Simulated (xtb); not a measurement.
xtb input:

```bash
xtb mol.xyz --gfn 2 --sp --chrg 0 --uhf 0
```
mol.xyz:
```
2

S     -0.00000000    -0.00000000    -0.95276010
S      0.00000000     0.00000000     0.95276010
```

### Question
What final total energy does it print?

### Answer
-6.47907 Eh (GFN2-xTB).

This is an excited singlet: at this geometry the triplet lies 0.73 eV lower at CCSD(T)/CBS(aug-cc-pV(T+d)Z,aug-cc-pV(Q+d)Z).
